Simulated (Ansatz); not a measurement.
A set of 12 reactions (carbene extrusion), with CCSD(T)/CBS values in kJ/mol:

```json
{"reaction": "`C=C(C)C(C)C` → `C=CC(C)C` + `[CH2]` (triplet)", "ΔE": "447.0"}
{"reaction": "`C[O][Ge][OH]` → `[CH2]` (triplet) + `[OH][Ge][OH]`", "ΔE": "387.0"}
{"reaction": "`ClCCCCCl` → `ClCCCCl` + `[CH2]` (triplet)", "ΔE": "440.9"}
{"reaction": "`C[O][Mo](=[NH])(=[NH])[NH2]` → `[CH2]` (triplet) + `[NH]=[Mo](=[NH])([NH2])[OH]`", "ΔE": "385.6"}
{"reaction": "`C[SiH](O)CS` → `[CH2]` (triplet) + `O[SiH2]CS`", "ΔE": "484.2"}
{"reaction": "`CB(C)O` → `[CH2]` (triplet) + `CBO`", "ΔE": "482.1"}
{"reaction": "`FC[NH][SnH3]` → `[CH]F` + `[NH2][SnH3]`", "ΔE": "373.5"}
{"reaction": "`C[SiH2][SiH]1B[SiH2]1` → `[SiH3][SiH]1B[SiH2]1` + `[CH2]` (triplet)", "ΔE": "475.5"}
{"reaction": "`C[SiH](F)Cl` → `[CH2]` (triplet) + `F[SiH2]Cl`", "ΔE": "492.6"}
{"reaction": "`C[NH][GeH]([Cl])[O]C` → `[CH2]` (triplet) + `C[NH][GeH]([OH])[Cl]`", "ΔE": "378.4"}
{"reaction": "`CC(C)=[Se]` → `CC=[Se]` + `[CH2]` (triplet)", "ΔE": "457.5"}
{"reaction": "`CC(C)CC(C)C` → `CC(C)C(C)C` + `[CH2]` (triplet)", "ΔE": "440.6"}
```

Calculated with Ansatz (gas phase, PBE0-D4/def2-TZVP geometries, no zero-point term in ΔE). CBS: MP2 limit from def2 TZ/QZ plus the TZ coupled-cluster correction, frozen cores. This one scheme is used for every species. Functionals use def2-TZVPP. B3LYP here is the variant with VWN-RPA as its local correlation; programs differ in this. Triplets are unrestricted, without spin–orbit coupling. Elements past krypton have def2 core potentials. For Ge, Mo, Se, Sn outer-core shells are correlated without core-valence functions, which leaves a few kJ/mol of doubt a bond. Scalar relativity is left out up to krypton. One conformer a species, not always the lowest.

Problem. Give the mean, mean absolute and largest difference (level minus CCSD(T)/CBS, kJ/mol) for: PBE-D4, PBE0-D4, ωB97X-V, B2PLYP, r2SCAN, PBE0, B3LYP, HF/def2-TZVPP, CCSD/def2-TZVPP, CCSD(T)/def2-TZVPP, MP2/def2-QZVPP, SCS-MP2/def2-QZVPP, HF/CBS(def2), CCSD/CBS(def2). (Best estimate.)

Solution. Ansatz gave: 
```tsv
level	mean	mean absolute	largest
PBE-D4	8.2	8.2	19.1
PBE0-D4	0.6	3.7	25.6
ωB97X-V	10.8	10.8	15.9
B2PLYP	-8.8	8.9	-11.8
r2SCAN	-19.0	22.6	-26.1
PBE0	-5.6	8.9	19.6
B3LYP	-16.5	16.5	-21.4
HF/def2-TZVPP	-139.5	139.5	-154.4
CCSD/def2-TZVPP	-21.4	21.4	-24.8
CCSD(T)/def2-TZVPP	-10.5	10.5	-12.8
MP2/def2-QZVPP	9.6	9.6	25.0
SCS-MP2/def2-QZVPP	9.1	9.1	11.8
HF/CBS(def2)	-139.5	139.5	-154.4
CCSD/CBS(def2)	-10.9	10.9	-12.6
```

The largest T1 diagnostic in the set is 0.022, for `[NH]=[Mo](=[NH])([NH2])[OH]` (customary mark 0.02).

CCSD(T)/CBS is a level of theory with its own doubt, and the functionals carry their triple-zeta basis error, so these figures describe this set and don't rank the functionals.
